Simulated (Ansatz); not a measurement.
C₂H₅FGeO (`O[C]1(F)[CH2][GeH2]1`), relaxed with RKS PBE-D4/def2-SVP in Ansatz 0.2.0 from a rough embedded geometry. The force threshold is 0.03 eV/Å; the program also tests the step.

Charge 0, multiplicity 1.

Start:

```xyz
10

O     1.720    0.207   -0.201
C     0.383    0.515   -0.212
F     0.093    1.836   -0.262
C    -0.484   -0.300   -1.057
Ge   -0.830   -0.609    0.876
H     2.056    0.555    0.722
H    -1.264    0.179   -1.606
H     0.071   -1.187   -1.499
H     0.097   -1.556    1.698
H    -1.842    0.361    1.541
```

```json
{"step": "1", "energy (eV)": "-63407.2877", "largest force (eV/Å)": "2.750", "largest move (Å)": "0.000"}
{"step": "2", "energy (eV)": "-63407.6205", "largest force (eV/Å)": "0.995", "largest move (Å)": "0.194"}
{"step": "3", "energy (eV)": "-63407.7367", "largest force (eV/Å)": "0.572", "largest move (Å)": "0.195"}
{"step": "4 (rejected)", "energy (eV)": "-63407.6456", "largest force (eV/Å)": "1.429", "largest move (Å)": "0.133"}
{"step": "5", "energy (eV)": "-63407.7694", "largest force (eV/Å)": "0.113", "largest move (Å)": "0.065"}
{"step": "6", "energy (eV)": "-63407.7721", "largest force (eV/Å)": "0.086", "largest move (Å)": "0.028"}
{"step": "7", "energy (eV)": "-63407.7734", "largest force (eV/Å)": "0.037", "largest move (Å)": "0.031"}
{"step": "8", "energy (eV)": "-63407.7736", "largest force (eV/Å)": "0.030", "largest move (Å)": "0.010"}
```

End:

```xyz
10

O     1.801    0.284   -0.286
C     0.467    0.569   -0.180
F     0.197    1.918   -0.331
C    -0.448   -0.349   -0.938
Ge   -0.744   -0.453    1.038
H     2.253    0.699    0.474
H    -1.231    0.155   -1.529
H     0.040   -1.194   -1.452
H    -0.247   -1.756    1.691
H    -2.087    0.128    1.514
```

Hardware: 4 threads of an Arm Neoverse V1 on a shared host. Wall time 12 s, peak host memory 0.17 GiB.
